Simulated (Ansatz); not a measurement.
Cartesian coordinates in Å:
```
F 1.711 1.671 -1.858
C 1.087 1.275 -0.699
C -0.128 0.456 -1.050
F 0.250 -0.787 -1.501
C -1.059 0.259 0.146
F -1.560 1.448 0.496
F -2.088 -0.530 -0.223
O -0.468 -0.238 1.282
C -0.049 -1.553 1.298
F 1.291 -1.587 1.200
F -0.374 -2.051 2.492
H 1.787 0.680 -0.108
H 0.790 2.165 -0.138
H -0.701 0.947 -1.842
H -0.489 -2.155 0.503
```

Total charge 0; spin multiplicity 1.

Problem. List the PBE0/def2-TZVPP orbital energies in eV (Ansatz). (Estimate.)

Solution. Ansatz gave: Occupied: -675.57, -675.48, -675.10, -675.07, -674.82, -674.27, -525.00, -285.20, -284.66, -281.60, -280.99, -36.88, -36.32, -34.96, -34.69, -34.44, -34.08, -31.38, -23.36, -21.50, -20.03, -18.78, -17.86, -17.45, -17.06, -16.56, -16.31, -15.69, -14.99, -14.44, -14.28, -13.85, -13.54, -13.32, -13.14, -12.98, -12.58, -12.47, -12.27, -12.11, -11.49, -10.97, -10.48, -10.37, -10.07. Lowest empty: 1.00, 1.55, 1.77, 2.15, 2.58, 2.75, 2.95, 3.60.
